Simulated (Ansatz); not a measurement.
Nudged elastic band run: FGeH$_{7}$Si

Input:

```yaml
crystal:
  periodic: [false, false, false]
  atoms:
    - { symbol: Ge, position_ang: [-0.948365, 0.906682, -0.479838] }
    - { symbol: Si, position_ang: [0.330108, -1.116359, -0.396339] }
    - { symbol: H, position_ang: [0.001621, 2.126421, -0.59082] }
    - { symbol: H, position_ang: [-1.823936, 1.052128, 0.785398] }
    - { symbol: H, position_ang: [-1.871117, 0.903116, -1.729736] }
    - { symbol: H, position_ang: [1.491477, 0.242429, 1.458622] }
    - { symbol: F, position_ang: [0.859773, 0.552826, 2.083877] }
    - { symbol: H, position_ang: [0.441754, -1.772086, -1.746629] }
    - { symbol: H, position_ang: [-0.231966, -2.102407, 0.585764] }
    - { symbol: H, position_ang: [1.750551, -0.79275, 0.029798] }
basis:
  gaussian: { orbitals: def2-SVP }
hamiltonian:
  xc: pbe
  dispersion: d4
neb:
  order_check: false
  images: 1
  f_tol: 0.05
  max_iterations: 60
  climbing: true
  final_atoms:
    - { symbol: Ge, position_ang: [-1.19831655, 1.61526538, 0.17518917] }
    - { symbol: Si, position_ang: [1.15608096, -1.61416649, -0.24563218] }
    - { symbol: H, position_ang: [-0.28981668, 2.21042433, -0.9276428] }
    - { symbol: H, position_ang: [-2.40365979, 2.53635988, 0.48807901] }
    - { symbol: H, position_ang: [-1.64989757, 0.16503815, -0.13599639] }
    - { symbol: H, position_ang: [1.17940112, -0.51764833, 0.78192655] }
    - { symbol: F, position_ang: [-0.22684651, 1.54473249, 1.64577637] }
    - { symbol: H, position_ang: [1.05256718, -1.01208586, -1.62127334] }
    - { symbol: H, position_ang: [-0.03531379, -2.499751, -0.00739435] }
    - { symbol: H, position_ang: [2.41570162, -2.42816856, -0.15293505] }
  initial_path:
    images:
      - { positions_ang: [[-0.948365, 0.906682, -0.479838], [0.330108, -1.116359, -0.396339], [0.001621, 2.126421, -0.59082], [-1.823936, 1.052128, 0.785398], [-1.871117, 0.903116, -1.729736], [1.491477, 0.242429, 1.458622], [0.859773, 0.552826, 2.083877], [0.441754, -1.772086, -1.746629], [-0.231966, -2.102407, 0.585764], [1.750551, -0.79275, 0.029798]] }
      - { positions_ang: [[-0.70181949, 1.0519203, -0.1029511], [0.61439173, -1.2992807, -0.28067471], [0.02123015, 2.34704985, -0.3168272], [-1.83960888, 1.16081708, 0.86646271], [-1.42932401, 0.83040304, -1.47496369], [0.49369191, 0.15094255, 0.89918416], [0.43454356, 1.06255335, 1.68047211], [0.16802413, -1.66278679, -1.62252023], [0.15554618, -2.34282341, 0.64340296], [2.08322472, -1.29879526, -0.291488]] }
      - { positions_ang: [[-1.19831655, 1.61526538, 0.17518917], [1.15608096, -1.61416649, -0.24563218], [-0.28981668, 2.21042433, -0.9276428], [-2.40365979, 2.53635988, 0.48807901], [-1.64989757, 0.16503815, -0.13599639], [1.17940112, -0.51764833, 0.78192655], [-0.22684651, 1.54473249, 1.64577637], [1.05256718, -1.01208586, -1.62127334], [-0.03531379, -2.499751, -0.00739435], [2.41570162, -2.42816856, -0.15293505]] }
```

Run as:

```bash
$ ansatz run input.yaml --threads 2 --pin off --max-ram 3072MiB --backend cpu --events-out ev --progress --plain --runs-dir out
```

Output, in part (warnings, iteration lines, the closing report on the highest movable image, with atoms numbered from 0):

```
NEB end point (image 0): max|allowed force component| = 2.378e-2 eV/Å (the criterion of neb.relax_end_points is 1.000e-2)
NEB end point (image 2): max|allowed force component| = 2.411e-2 eV/Å (the criterion of neb.relax_end_points is 1.000e-2)
NEB iter   1: max|band force component| = 3.399e0 eV/Å  barrier→ = 1.9241 eV  barrier← = 2.1916 eV  Δτ_max = 0.1960 Å  (75 SCF iters)
NEB iter   2: max|band force component| = 2.027e0 eV/Å  barrier→ = 2.0434 eV  barrier← = 2.3109 eV  Δτ_max = 0.1876 Å  (35 SCF iters)
NEB iter   3: max|band force component| = 1.637e0 eV/Å  barrier→ = 1.9850 eV  barrier← = 2.2525 eV  Δτ_max = 0.2000 Å  (34 SCF iters)
NEB iter   4: max|band force component| = 2.292e0 eV/Å  barrier→ = 1.5371 eV  barrier← = 1.8046 eV  Δτ_max = 0.1012 Å  (33 SCF iters)
NEB iter   5: max|band force component| = 2.175e0 eV/Å  barrier→ = 1.1888 eV  barrier← = 1.4563 eV  Δτ_max = 0.1010 Å  (29 SCF iters)
NEB iter   6: max|band force component| = 1.347e0 eV/Å  barrier→ = 0.8422 eV  barrier← = 1.1097 eV  Δτ_max = 0.2000 Å  (27 SCF iters)
NEB iter   7: max|band force component| = 1.351e0 eV/Å  barrier→ = 0.4763 eV  barrier← = 0.7438 eV  Δτ_max = 0.1239 Å  (28 SCF iters)
NEB iter   8: max|band force component| = 6.534e-1 eV/Å  barrier→ = 0.2883 eV  barrier← = 0.5558 eV  Δτ_max = 0.1940 Å  (26 SCF iters)
NEB iter   9: max|band force component| = 5.979e-1 eV/Å  barrier→ = 0.0958 eV  barrier← = 0.3632 eV  CI = image 1  Δτ_max = 0.1968 Å  (27 SCF iters)
NEB iter  10: max|band force component| = 6.477e-1 eV/Å  barrier→ = 0.1177 eV  barrier← = 0.3852 eV  CI = image 1  Δτ_max = 0.1963 Å  (26 SCF iters)
NEB iter  11: max|band force component| = 6.367e-1 eV/Å  barrier→ = 0.1188 eV  barrier← = 0.3862 eV  CI = image 1  Δτ_max = 0.1957 Å  (27 SCF iters)
NEB iter  12: max|band force component| = 6.567e-1 eV/Å  barrier→ = 0.1451 eV  barrier← = 0.4126 eV  CI = image 1  Δτ_max = 0.1979 Å  (26 SCF iters)
NEB iter  13: max|band force component| = 1.079e0 eV/Å  barrier→ = 0.3484 eV  barrier← = 0.6159 eV  CI = image 1  Δτ_max = 0.2000 Å  (27 SCF iters)
NEB iter  14: max|band force component| = 1.893e0 eV/Å  barrier→ = 1.4956 eV  barrier← = 1.7631 eV  CI = image 1  Δτ_max = 0.2000 Å  (32 SCF iters)
NEB iter  15: max|band force component| = 1.652e0 eV/Å  barrier→ = 1.4560 eV  barrier← = 1.7235 eV  CI = image 1  Δτ_max = 0.2000 Å  (26 SCF iters)
NEB iter  16: max|band force component| = 1.610e0 eV/Å  barrier→ = 1.5332 eV  barrier← = 1.8007 eV  CI = image 1  Δτ_max = 0.2000 Å  (27 SCF iters)
NEB iter  17: max|band force component| = 1.563e0 eV/Å  barrier→ = 1.5256 eV  barrier← = 1.7931 eV  CI = image 1  Δτ_max = 0.2000 Å  (27 SCF iters)
NEB iter  18: max|band force component| = 1.499e0 eV/Å  barrier→ = 1.5663 eV  barrier← = 1.8338 eV  CI = image 1  Δτ_max = 0.1999 Å  (27 SCF iters)
NEB iter  19: max|band force component| = 1.383e0 eV/Å  barrier→ = 1.6302 eV  barrier← = 1.8976 eV  CI = image 1  Δτ_max = 0.1683 Å  (27 SCF iters)
NEB iter  20: max|band force component| = 1.278e0 eV/Å  barrier→ = 1.7373 eV  barrier← = 2.0047 eV  CI = image 1  Δτ_max = 0.1932 Å  (27 SCF iters)
NEB iter  21: max|band force component| = 1.054e0 eV/Å  barrier→ = 1.8357 eV  barrier← = 2.1031 eV  CI = image 1  Δτ_max = 0.1979 Å  (35 SCF iters)
NEB iter  22: max|band force component| = 3.956e-1 eV/Å  barrier→ = 1.6912 eV  barrier← = 1.9586 eV  CI = image 1  Δτ_max = 0.1346 Å  (27 SCF iters)
NEB iter  23: max|band force component| = 2.730e-1 eV/Å  barrier→ = 1.6487 eV  barrier← = 1.9162 eV  CI = image 1  Δτ_max = 0.1402 Å  (29 SCF iters)
NEB iter  24: max|band force component| = 2.383e-1 eV/Å  barrier→ = 1.6320 eV  barrier← = 1.8995 eV  CI = image 1  Δτ_max = 0.0606 Å  (28 SCF iters)
NEB iter  25: max|band force component| = 1.486e-1 eV/Å  barrier→ = 1.6297 eV  barrier← = 1.8972 eV  CI = image 1  Δτ_max = 0.0474 Å  (30 SCF iters)
NEB iter  26: max|band force component| = 5.151e-2 eV/Å  barrier→ = 1.6275 eV  barrier← = 1.8950 eV  CI = image 1  Δτ_max = 0.0191 Å  (30 SCF iters)
NEB iter  27: max|band force component| = 7.818e-2 eV/Å  barrier→ = 1.6257 eV  barrier← = 1.8932 eV  CI = image 1  Δτ_max = 0.0298 Å  (30 SCF iters)
NEB iter  28: max|band force component| = 2.803e-2 eV/Å  barrier→ = 1.6238 eV  barrier← = 1.8913 eV  CI = image 1  Δτ_max = 0.0748 Å  (29 SCF iters)
NEB iter  29: max|band force component| = 7.532e-2 eV/Å  barrier→ = 1.6205 eV  barrier← = 1.8880 eV  CI = image 1  Δτ_max = 0.0375 Å  (28 SCF iters)
NEB iter  30: max|band force component| = 5.996e-2 eV/Å  barrier→ = 1.6174 eV  barrier← = 1.8849 eV  CI = image 1  Δτ_max = 0.0375 Å  (29 SCF iters)
NEB iter  31: max|band force component| = 5.845e-2 eV/Å  barrier→ = 1.6150 eV  barrier← = 1.8824 eV  CI = image 1  Δτ_max = 0.0374 Å  (28 SCF iters)
NEB iter  32: max|band force component| = 5.067e-2 eV/Å  barrier→ = 1.6126 eV  barrier← = 1.8801 eV  CI = image 1  Δτ_max = 0.0747 Å  (29 SCF iters)
NEB iter  33: max|band force component| = 4.029e-2 eV/Å  barrier→ = 1.6093 eV  barrier← = 1.8767 eV  CI = image 1  Δτ_max = 0.0000 Å  (56 SCF iters)
Total energy: -67197.37047281 eV, -2469.4578168621 hartree
Atom 0 at    -0.705270     1.175377    -0.065960 Å, force     0.021201     0.016652     0.026913 eV/Å
Atom 1 at     0.484920    -1.355764    -0.068752 Å, force    -0.000637    -0.002174     0.014334 eV/Å
Atom 2 at    -1.036508     2.499555     0.670463 Å, force    -0.002725    -0.000869     0.004233 eV/Å
Atom 3 at    -1.869773     0.183546     0.245381 Å, force    -0.005515     0.002964    -0.012586 eV/Å
Atom 4 at    -0.478337     1.397506    -1.577205 Å, force     0.001610    -0.004991     0.010621 eV/Å
Atom 5 at     1.044028     0.318310     0.484467 Å, force     0.009579    -0.049182    -0.003313 eV/Å
Atom 6 at     1.168043     1.416124     0.834466 Å, force    -0.026122     0.046226    -0.029160 eV/Å
Atom 7 at    -0.267179    -1.619417    -1.347726 Å, force     0.000833     0.001561    -0.005648 eV/Å
Atom 8 at    -0.211949    -2.079406     1.053251 Å, force    -0.002969    -0.006621    -0.006962 eV/Å
Atom 9 at     1.871924    -1.935830    -0.228287 Å, force     0.004744    -0.003566     0.001568 eV/Å
Dipole moment:    -0.224068     0.066532    -0.110752 e Å
```

The forces met the threshold. The band force fell under the threshold earlier too, but the program's further tests of the path sent the band on. Neighbouring images differ by up to 1.9 eV, so the band resolves the path poorly. Another band between the same ends (5 images) ends at a top of the same energy, where a vibrational analysis finds 1 clearly imaginary mode. So few images can step over the top or miss a turn of the path. The orbitals stay closed-shell, which can raise the energy where a bond breaks towards radicals; this wasn't checked here.

Final band (atoms are numbered from 1 in the order of the input):

| image | path coordinate (Å) | energy (eV) | Ge1–Si2 (Å) | H6–F7 (Å) | Ge1–F7 (Å) |
| --- | --- | --- | --- | --- | --- |
| 0 | 0.00 | 0.00 | 2.39 | 0.94 | 3.16 |
| 1 | 3.49 | 1.61 | 2.80 | 1.16 | 2.09 |
| 2 | 8.14 | -0.27 | 4.02 | 2.64 | 1.76 |

Time of the run: 54 s on 2 threads of Arm Neoverse V1, with other jobs on the host, peak memory 0.14 GiB.
